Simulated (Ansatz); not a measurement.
Coupled-cluster run, `N=C[Si](O)(F)[SiH3]`.

```yaml
crystal:
  periodic: [false, false, false]
  atoms:
    - {symbol: N, position_ang: [-2.240759, -0.349093, -0.775866]}
    - {symbol: C, position_ang: [-1.240737, 0.430362, -0.866527]}
    - {symbol: Si, position_ang: [0.417260, -0.382573, -0.440724]}
    - {symbol: O, position_ang: [0.026085, -1.930463, -0.124028]}
    - {symbol: F, position_ang: [1.335889, -0.264497, -1.748082]}
    - {symbol: Si, position_ang: [1.601888, 0.577965, 1.333623]}
    - {symbol: H, position_ang: [-3.122629, 0.102244, -1.025239]}
    - {symbol: H, position_ang: [-1.340792, 1.479491, -1.176021]}
    - {symbol: H, position_ang: [-0.915124, -2.085672, -0.296077]}
    - {symbol: H, position_ang: [1.951484, 1.987174, 1.007968]}
    - {symbol: H, position_ang: [2.850183, -0.186378, 1.589908]}
    - {symbol: H, position_ang: [0.754151, 0.566141, 2.555068]}
basis:
  gaussian: {orbitals: def2-TZVPP}
correlation: {method: ccsd_t}
```

```sh
$ ansatz run in.yaml --threads 2 --pin off --events-out ev --progress --plain --max-ram 22528MiB --backend cuda --devices 0, --max-vram 18GiB
```

The program prints (abridged):

```
Functional definition: HF
1747 factors; integrals over basis functions are off by at most 1.1e-3 eV
mean field evaluation 1: about -23075.6565 eV, gradient 4.9e1 eV
mean field evaluation 2: about -23075.9907 eV, gradient 5.0e1 eV
mean field evaluation 4: about -23081.0815 eV, gradient 4.4e0 eV
mean field evaluation 8: about -23081.1832 eV, gradient 4.0e-1 eV
mean field evaluation 16: about -23081.1845 eV, gradient 1.7e-6 eV
mean field -23081.18452764 eV, -848.2178864018 hartree, gradient 1.7e-6 eV, S^2 0.000000; 0 other end points of the search recorded, 0 dependent functions left out
14 core orbitals not correlated: weight in the atoms' cores, before any rotation towards them, 1.000 or more for the frozen orbitals, at most 0.000 for the correlated occupied ones
reference -23081.18452764 eV, -848.2178864018 hartree; 18, 18 occupied and 260, 260 virtual orbitals, 1747 factors
second order -29.61108385 eV of doubles, -0.00000000 eV of singles
cycle   1  -29.88458794 eV  change   -2.7e-1 eV  update   1.2e-1
cycle   2  -30.63720580 eV  change   -7.5e-1 eV  update   3.8e-2
cycle   3  -30.81611770 eV  change   -1.8e-1 eV  update   2.0e-2
cycle   4  -30.79686268 eV  change    1.9e-2 eV  update   4.8e-3
cycle   5  -30.79541558 eV  change    1.4e-3 eV  update   2.1e-3
cycle   6  -30.79689871 eV  change   -1.5e-3 eV  update   6.1e-4
cycle   7  -30.79662405 eV  change    2.7e-4 eV  update   2.4e-4
cycle   8  -30.79647754 eV  change    1.5e-4 eV  update   8.8e-5
cycle   9  -30.79650531 eV  change   -2.8e-5 eV  update   4.4e-5
perturbative correction -1.17797145 eV, -0.0432896522 hartree
Total energy: -23113.15900439 eV, -849.3929267496 hartree
```

Hardware: 2 threads of an AMD EPYC 7R13 on a shared host and a share of an NVIDIA H100 80 GB. Wall time 7 s, peak host memory 0.88 GiB.

The correlation energy is -31.974 eV, 3.7 % of it from (T); the T1 diagnostic reads 0.0132.
